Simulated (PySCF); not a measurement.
Task: What does the PBE0-D3(BJ)/def2-SVP structure of `CC(C)BP` look like in three dimensions?

Result: 
```
atom  x, y, z in Å
C1    -1.607   -0.381   -0.701
C2    -0.346   -0.365    0.161
C3    -0.465    0.663    1.299
B4     0.943    0.042   -0.642
P5     2.560   -0.912   -0.546
H6    -2.497   -0.640   -0.102
H7    -1.787    0.607   -1.156
H8    -1.536   -1.113   -1.520
H9    -0.217   -1.360    0.625
H10   -1.350    0.448    1.922
H11    0.416    0.658    1.960
H12   -0.582    1.686    0.905
H13    0.892    0.961   -1.433
H14    3.544    0.111   -0.556
H15    2.630   -1.291    0.822
```

Any rigid rotation of these coordinates is as good. Atoms count from 1 in this order. P5 (three-coordinate phosphorus) is pyramidal (angles 103.3°, 103.1° and 99.5°, sum 305.9°, 0.68 Å off the plane of its three neighbours). B4 (three-coordinate boron) is planar (angles 123.2°, 119.7° and 117.0°, sum 359.8°, 0.04 Å off the plane of its three neighbours).

Bonds between heavy atoms (Å): C1–C2 1.528, C2–C3 1.538, C2–B4 1.572, B4–P5 1.879.

The calculation used PySCF, PBE0-D3(BJ)/def2-SVP geometry optimisation, gas phase.

Point group: C1 (no symmetry element, even within 0.4 Å). Stationary, but not proved a minimum. The numbers are those of one conformer (C1–C2–B4–P5 -132°, C2–B4–P5–H -141° and -38°).
